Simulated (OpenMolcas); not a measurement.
## Ta: effect of the active space

```yaml
Program: OpenMolcas 26.06
Method: SS-CASPT2, IPEA 0.25 Eh, imaginary shift 0.1 Eh
Basis: ANO-RCC-VQZP
Scalar_Hamiltonian: DKH2, point nucleus
Spin-orbit_coupling: state interaction with AMFI integrals over the reference wave functions, term energies averaged over their components
```

A. 3 electrons in 5 orbitals (5d); 2S+1 = 4 even, 10 roots; 2S+1 = 2 even, 40 roots; closed shells correlated: 5s 5p 6s; CASPT2 step roughly 60 core-seconds
B. 5 electrons in 6 orbitals (5d 6s); 2S+1 = 4 even, 50 roots; 2S+1 = 6 even, 6 roots kept (CI in the orbitals of an earlier block); 2S+1 = 2 even, 98 roots kept (CI in the orbitals of an earlier block); closed shells correlated: 5s 5p; CASPT2 step of the order of 5 core-minutes

Energies in eV above 5d3 6s2 4F 3/2, the measured ground level; measured values from NIST Handbook of Basic Atomic Spectroscopic Data.

```json
{"Level": "5d3 6s2 4F 3/2", "A": "0.0000", "B": "0.0000", "Measured": "0.0000"}
{"Level": "5d3 6s2 4F 5/2", "A": "0.289", "B": "0.2238", "Measured": "0.2492"}
{"Level": "5d3 6s2 4F 7/2", "A": "0.558", "B": "0.446", "Measured": "0.4915"}
{"Level": "5d3 6s2 4F 9/2", "A": "0.772", "B": "0.627", "Measured": "0.6969"}
{"Level": "5d3 6s2 4P 1/2 [72 %]", "A": "1.112", "B": "0.620", "Measured": "0.7500"}
{"Level": "5d3 6s2 2G 7/2", "A": "1.297", "B": "1.188", "Measured": ""}
{"Level": "5d3 6s2 4P 5/2", "A": "1.486", "B": "1.089", "Measured": "1.1473"}
{"Level": "5d3 6s2 2P 1/2 [67 %]", "A": "1.765", "B": "1.372", "Measured": ""}
{"Level": "5d3 6s2 2H 11/2", "A": "1.927", "B": "1.880", "Measured": ""}
{"Level": "5d3 6s2 2D 5/2(1)", "A": "1.942", "B": "1.567", "Measured": ""}
{"Level": "5d3 6s2 2P 3/2 [54 %]", "A": "2.296", "B": "1.926", "Measured": ""}
{"Level": "5d3 6s2 2F 7/2", "A": "2.555", "B": "2.175", "Measured": ""}
{"Level": "5d3 6s2 2F 5/2", "A": "2.560", "B": "2.154", "Measured": ""}
{"Level": "5d3 6s2 2D 3/2(2) [63 %]", "A": "3.887", "B": "3.333", "Measured": ""}
```

Deviations, from unrounded energies. A percentage is the sum of absolute deviations over the sum of measured energies, with the sign that they share, or ± where signs differ.

```csv
Against measurement,Levels,A,B
mean absolute deviation (cm-1),5,1400,530
fine structure of the ground term (%),3,+12.6,-9.8
other terms of the ground configuration (%),2,+36.9,-9.9
```

B lies closest to measurement on these levels. The largest miss of B in the table is 5d3 6s2 4P 1/2 [72 %], by -1000 cm-1. The ranking rests on the paired levels alone, and a cruder setting can come out closer through cancelling errors.

Between A and B the level of the table that moves most is 5d3 6s2 2D 3/2(2) [63 %], by 4500 cm-1 (lowest in B, highest in A). Moves below CASPT2's spread within the term are not significant.

CASPT2 does not keep the components of a term degenerate, so their means are used; among the terms shown or strongly mixed into the levels shown the widest spread is 1200 cm-1 (5d3 6s2 2H, A). Over all roots computed the reference weight is 0.87 to 0.92 in B; the roots of lowest weight are the least certain, and an intruder state may touch them. Some terms miss by over 15 % even with CASPT2, which points to a basis or an active space too small for the shells correlated. With the s shell closed, the reference lacks s² → p², s² → d² and s → d mixing, so excited terms can stand far too high and out of order, with CASPT2 too (holds for A). The CASPT2 spread within a term exceeds the gap to the next term for 5d3 6s2 2D(1) and 5d3 6s2 2P, 5d3 6s2 2P and 5d3 6s2 2H, so the order of their levels is uncertain, and so are names and mixing where such terms share a J (holds for A). Terms from blocks run as CI alone lack orbitals of their own (holds for B). Configurations are named by rounded mean occupations; where the s occupation lies near a half they are strongly mixed, a name can repeat and a true partner stay unpaired (holds for B). Measured partners are found by configuration, term and J. A level has none where our copy of the source lacks it or the pairing is in doubt (some pairs that miss far off the trend of their configuration count as doubtful), and it then counts in no deviation. Only configurations of the active space appear. The table leaves out levels that lie high or whose names do not pair safely across all columns.

A share in square brackets marks a mixed level and gives the weight of the term that names it, the lowest over the columns. A number in round brackets counts repeated terms of one configuration in the order of the reference energies.
